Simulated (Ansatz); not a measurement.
CH4O4W (`C[O][W](=[O])(=[O])[OH]`). Charge 0, multiplicity 1. Correlated methods include outer-core shells of W, which these sets cover unevenly. W: def2 effective core potential.

```xyz
10

C    -0.3824   -0.1157    1.9135
O    -0.1806    0.3802    0.6129
W     0.2530   -0.1473   -1.1117
O     1.7736   -0.9225   -1.1223
O    -0.8759   -1.2975   -1.6738
O     0.2694    1.3715   -2.2232
H    -1.2037   -0.8366    1.9201
H     0.5280   -0.5960    2.2807
H    -0.6345    0.7230    2.5648
H     0.4531    1.4409   -3.1610
```

Problem. Give the diagnostics of a CCSD(T)/def2-TZVPP run (frozen core, Ansatz 0.2.0). (Estimate.)

Solution. Computed: T1 = 0.0217, largest single amplitude 0.049, largest double 0.028, (T) share of the correlation energy 5.1 %, 12 CCSD cycles. The RHF solution is stable towards an unrestricted one. T1 lies over the customary mark of 0.02 for closed shells; compounds of d metals often pass it without a breakdown.
